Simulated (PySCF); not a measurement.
**`C[C@@H]1[SiH2][C@H](F)[Si@@H]1C#N`, C4H8FNSi2**

Geometry:
```
atom   x (Å)   y (Å)   z (Å)
  C1   1.823  -0.754  -0.475
  C2   0.847   0.398  -0.260
 Si3   0.159   0.678   1.527
  C4  -1.555   0.973   0.660
  F5  -2.661   0.368   1.243
 Si6  -0.919   0.234  -1.013
  C7  -1.364  -1.571  -1.143
  N8  -1.605  -2.688  -1.226
  H9   2.745  -0.586   0.079
 H10   2.076  -0.860  -1.529
 H11   1.392  -1.694  -0.138
 H12   1.323   1.312  -0.628
 H13   0.148  -0.534   2.337
 H14   0.690   1.827   2.258
 H15  -1.821   2.031   0.573
 H16  -1.288   0.874  -2.275
```

Level of theory: TDDFT BHandHLYP/def2-SVPD circular dichroism and optical rotation, one conformer, gas phase in PySCF 2.14.0. Geometry: GFN2-xTB.

Stereocentres: C2 R, C4 S, Si6 R.

Q: Give the optical rotatory dispersion at 633, 589.3, 546, 436, 405, 365, 355 nm.

A: [α] in deg dm⁻¹ (g/mL)⁻¹:
```csv
λ (nm),origin-invariant length gauge,modified velocity gauge,length gauge (centre of mass),isotropic polarisability (au)
633,+19.4,+17.8,+17.0,99.5
589.3,+23.1,+21.2,+20.3,99.9
546,+28.0,+25.7,+24.6,100.4
436,+51.6,+47.8,+46.0,102.5
405,+64.4,+59.8,+57.8,103.5
365,+90.3,+84.4,+81.7,105.1
355,+99.5,+93.1,+90.3,105.7
```

Q: And for the mirror image at 589.3 nm?

A: -23.1 deg dm⁻¹ (g/mL)⁻¹ (origin-invariant length gauge): the same size and the opposite sign.

Q: What is the molar rotation [Φ] = [α]·M/100 of the geometry above at 589.3 nm?

A: With M = 145.28 g/mol, +33.6 deg cm² dmol⁻¹ (origin-invariant length gauge).

The first excitation lies at 6.27 eV (198 nm) with R = +26.6 × 10⁻⁴⁰ esu² cm² (velocity form).
